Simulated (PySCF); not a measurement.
Here is a job for PySCF.
```python
from pyscf import gto, scf, dft

mol = gto.M(
    atom='''
C    -1.400366   -0.195185    0.340098
O    -0.155822   -0.832342    0.121210
C     0.984655   -0.042349    0.003136
O     0.969436    1.023546   -0.667018
H    -1.515184    0.576051   -0.366092
H    -2.170832   -1.065890    0.293380
H    -1.456333    0.208244    1.349776
H     1.328073    0.277163    1.024469
''',
    basis='6-31g',
    charge=0,
    spin=2,
    verbose=4,
)

mf = dft.UKS(mol)
mf.xc = 'pbe'
mf.kernel()
g = mf.nuc_grad_method()
grad = g.kernel()
```

What is the computed nuclear repulsion energy (PySCF with PBE/6-31G, gradient)?

119.6961 Eh

Give the HOMO energy at the level PBE/6-31G, gradient.

-3.59 eV

Give the dipole moment at the level PBE/6-31G, gradient.

2.65 D

These values belong to the state on which the SCF converged, which isn't shown to be the lowest.

Roughly what does it cost on one core?

around 11 core-seconds (rough).
